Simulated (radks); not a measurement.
Initial-state core-level shifts of the mercury ion Hg+ when its valence configuration changes from [Xe] 4f14 5d10 6s1. Method: scalar-relativistic Kohn-Sham, PBE, spin-polarised, spherical densities, point nucleus; open shells are filled with parallel spins first (spin-orbit coupling, left out, can overturn this in heavy ions); computed with a radial shooting solver on a logarithmic mesh with Libxc functionals. Shifts are changes of the shell-averaged eigenvalues in eV (positive: less bound).

| valence | 1s | 2p | 4p | 5p |
|---|---|---|---|---|
| 4f14 5d8 6s1 6p2 | -10.976 | -11.245 | -11.059 | -10.034 |
| 4f13.5 5d8 6s1 6p2.5 | -20.417 | -21.288 | -20.573 | -14.222 |
| 4f14 5d9.5 6s1.5 | -1.851 | -1.925 | -1.880 | -1.670 |
| 4f14 5d9 6s2 | -3.749 | -3.901 | -3.805 | -3.363 |
| 4f13.5 5d9 6p2.5 | -16.523 | -17.193 | -16.639 | -10.935 |
| 4f14 5d8 6s0.5 6p2.5 | -11.820 | -12.073 | -11.897 | -10.859 |
| 4f14 5d9 6s1 6p1 | -5.479 | -5.598 | -5.525 | -5.082 |
| 4f14 5d10 6p1 | -1.885 | -1.843 | -1.867 | -1.886 |
| 4f12 5d10 6s0.5 6p2.5 | -38.943 | -41.346 | -38.969 | -17.603 |
